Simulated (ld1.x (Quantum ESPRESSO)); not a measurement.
# bromine TM: all-electron and pseudo phase curves

bromine (Br), norm-conserving Troullier–Martins (Kleinman–Bylander form), made with ld1.x (Quantum ESPRESSO) 7.5 (PBE, scalar-relativistic). Core [Ar] 3d10, reference 4s1.75 4p5.25. Waves: 4s (bound): rc 1.35 bohr; 4p (bound): rc 1.55 bohr; 4d channel at 0.2 Ry: rc 1.35 bohr. Local part: all-electron potential smoothed inside 1.50 bohr (lloc = -1). Core correction: none.

The phase is arctan(r·u′/u) with u = r·R(r), unwrapped; energies in Ry, scanned from -3 to 5 Ry. A pole is an energy at which the radial function vanishes at the test radius. The pseudo phase is shifted by a multiple of π to meet the all-electron one at the reference energy, and phase errors are pseudo minus all-electron; the curves can meet again beyond the range given. Levels narrower than the energy grid can be missing from the lists of poles.

Task: For each channel, where are the poles, and over which energies does the pseudopotential scatter like the atom?

Result:

```json
{"channel": "s", "radius (bohr)": "1.69", "reference energy (Ry)": "-1.49", "poles, all-electron": "2.49", "poles, pseudo": "1.80", "unbroken range about the reference energy with phases within 0.05 rad": "below 1.9", "phase error 1 Ry above the reference energy (rad)": "-0.006"}
{"channel": "p", "radius (bohr)": "1.69", "reference energy (Ry)": "-0.59", "poles, all-electron": "4.48", "poles, pseudo": "3.85", "unbroken range about the reference energy with phases within 0.05 rad": "below 4.7", "phase error 1 Ry above the reference energy (rad)": "-0.007"}
{"channel": "d", "radius (bohr)": "1.69", "reference energy (Ry)": "0.20", "poles, all-electron": "none", "poles, pseudo": "none", "unbroken range about the reference energy with phases within 0.05 rad": "below 1.5", "phase error 1 Ry above the reference energy (rad)": "-0.021"}
```

Note: ghost state, extra bound levels that the all-electron valence spectrum of the same l lacks: d at -584.7 eV. A true bound ghost makes a file unfit for plane-wave use.

Phases in the p channel:

```
E (Ry)  all-electron  pseudo
 -3.00         1.082   1.077
 -2.52         1.005   1.000
 -2.04         0.891   0.886
 -1.56         0.713   0.710
 -1.08         0.422   0.421
 -0.60        -0.022  -0.022
 -0.12        -0.516  -0.518
  0.36        -0.880  -0.886
  0.84        -1.105  -1.115
  1.32        -1.245  -1.258
  1.80        -1.339  -1.355
  2.28        -1.406  -1.425
  2.76        -1.456  -1.479
  3.24        -1.496  -1.523
  3.72        -1.528  -1.562
  4.20        -1.556  -1.597
  4.68        -1.581  -1.631
```
